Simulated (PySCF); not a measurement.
Isomers of C3H4O3Si. Level of theory: TDDFT CAM-B3LYP/def2-SVPD, vertical, gas phase, core orbitals frozen in the response in PySCF 2.14.0, density-fitted response routines. Geometries: GFN2-xTB; one conformer of each isolated species. Triplets are in the Tamm–Dancoff approximation.

A. `O=C1OC=CO[SiH2]1`
B. `C=C1O[SiH2]OC1=O`
C. `O=C1O[SiH2]C(=O)C1`
D. `O=C(O)C#C[SiH2]O`

Lowest singlet levels (six at most, fewer where fewer were computed) with oscillator strengths:

1. 5.10 eV (f 0.000); 5.72 eV (f 0.254); 6.46 eV (f 0.000); 6.76 eV (f 0.021); 7.48 eV (f 0.080); 7.75 eV (f 0.060); T1 3.49 eV
2. 3.29 eV (f 0.001); 5.65 eV (f 0.000); 5.87 eV (f 0.023); 6.37 eV (f 0.002); 6.61 eV (f 0.002); 6.82 eV (f 0.009); T1 2.65 eV
3. 4.69 eV (f 0.002); 5.05 eV (f 0.065); 5.73 eV (f 0.007); 6.57 eV (f 0.024); 6.73 eV (f 0.002); 6.96 eV (f 0.166); T1 3.97 eV
4. 4.81 eV (f 0.000); 5.65 eV (f 0.011); 5.74 eV (f 0.053); 6.22 eV (f 0.002); 7.32 eV (f 0.018); 7.38 eV (f 0.047); T1 4.35 eV

Problem. Match each spectrum to its molecule.

Solution. 1 = B, 2 = C, 3 = A, 4 = D.
- A: S1 at 4.69 eV, HOMO-1→LUMO (94%); Löwdin shares by element: HOMO carbon 53% or more, oxygen 34% or more; LUMO oxygen 37% or more, carbon 34% or more, silicon 14% (atoms not listed hold the other 15%); HOMO -8.32 and LUMO -0.14 eV; point group Cs.
- B: S1 at 5.10 eV, HOMO-1→LUMO (94%); Löwdin shares by element: HOMO carbon 59% or more, oxygen 28% or more; LUMO carbon 61%, oxygen 17% or more (atoms not listed hold the other 22%); HOMO -8.91 and LUMO -0.37 eV; point group Cs, 2 of its 6 listed states under f = 0.0005.
- C: S1 at 3.29 eV, HOMO→LUMO (94%); Löwdin shares by element: HOMO oxygen 46% or more, carbon 28% or more, silicon 10% (atoms not listed hold the other 16%); LUMO carbon 46% or more, oxygen 30% or more, silicon 11%; HOMO -8.86 and LUMO -0.92 eV.
- D: S1 at 4.81 eV, HOMO→LUMO (92%); Löwdin shares by element: HOMO carbon 49% or more, oxygen 39% or more; LUMO carbon 61%, oxygen 18% or more (atoms not listed hold the other 21%); HOMO -9.88 and LUMO -0.73 eV.
A and D have S1 within 0.13 eV of each other; their strongest listed levels stand at 6.96 eV (f 0.166) and 5.74 eV (f 0.053).
